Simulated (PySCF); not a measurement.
# A computed series MI2

Computed with PySCF 2.14.0, PBE0, def2-SVP on the ligands, density fitting, scalar-relativistic core potentials, no spin-orbit coupling, vacuum. Each member is relaxed from one template within its symmetry. Distances are means of the shortest metal–ligand contacts, charges and spins Mulliken's; removal energies are rigid, with the ligand's formal charge and no counterpoise, so too large; for an anion taken off a cation in vacuum most of it is the attraction of opposite charges, and multiply charged cations can part far more cheaply with an electron moved from ligand to metal. lcecp potentials hold a fixed number of 4f electrons in the core, out of states, spins and gaps.

```tsv
metal	basis on the metal	point group	M–I (Å)	charge on M (e)	dipole (D)	removal of one I (eV)	strongest infrared band, degenerate modes summed (cm⁻¹)	unstable modes (below −25 cm⁻¹)
Ce	lcecp-0-SVP with ECP48	C2v	3.086	0.87	5.69	6.30	172	0
Sm	lcecp-0-SVP with ECP52	C2v	3.031	0.82	2.13	6.50	177	0
Gd	lcecp-0-SVP with ECP54	D∞h	3.002	0.81	0.05	6.59	178	0
Pb	def2-SVP with ECP60	C2v	2.829	0.56	3.89	6.88	166	0
```

**Question.** A further member has point group D∞h, M–I (Å) 2.936, charge on M (e) 0.73, dipole (D) 0.09, removal of one I (eV) 6.81, strongest infrared band, degenerate modes summed (cm⁻¹) 179, unstable modes (below −25 cm⁻¹) 0. Which metal is it?

**Answer.** Yb, lcecp-0-SVP with ECP60. Other answers can fit too; this one was computed.

From Ce to Yb the M–I distance shrinks by 0.15 Å, the lanthanide contraction, and the energy to remove one I rises by 0.51 eV.

One start shape was tried for each, so a minimum needn't be the lowest isomer. Oxidation states forced by the potential, rare, strongly oxidising or of another configuration in reality: CeI2, GdI2.
